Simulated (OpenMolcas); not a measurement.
An OpenMolcas run meant for Br2+ (ANO-R1, X2C; inactive shells 1s 2s 2p 3s 3p 3d; intended active space 5 electrons in 4 orbitals (4s 4p)). One step of its input:

```
&RASSCF
FileOrb=start.orb
Symmetry=2
Spin=4
nActEl=5 0 0
Inactive=8 6
Ras2=1 3
CIRoot=3 3 1
SDav=1
CIMx=300
Iter=58 100
PrWF=0.3
OrbListing=Nothing
MaxOrb=0
Atom
CIOnly
>>> COPY $Project.JobIph JOB001
```

Lines from the output:

```
...
      Number of secondary orbitals              21
      Spin quantum number                      1.5
      State symmetry                             2
Orbital specifications:
      -----------------------

      Symmetry species                           1   2
                                                ag  au
      Frozen orbitals                            0   0
      Inactive orbitals                          8   6
      Active orbitals                            1   3
      RAS1 orbitals                              0   0
      RAS2 orbitals                              1   3
      RAS3 orbitals                              0   0
      Secondary orbitals                        11  10
      Deleted orbitals                           0   0
      Number of basis functions                 20  19
      Number of CSFs                             1
      Number of root(s) required                 3
 ************ ERROR ***********
  You can't ask for more roots
  than there are configurations
 ******************************
--- Stop Module: rasscf at  /rc=_RC_INPUT_ERROR_ ---
.####################.
.# User input error #.
.####################.
```

**Question.** What is wrong with the input?

**Answer.** CIRoot asks for more roots than the active space has configuration state functions.
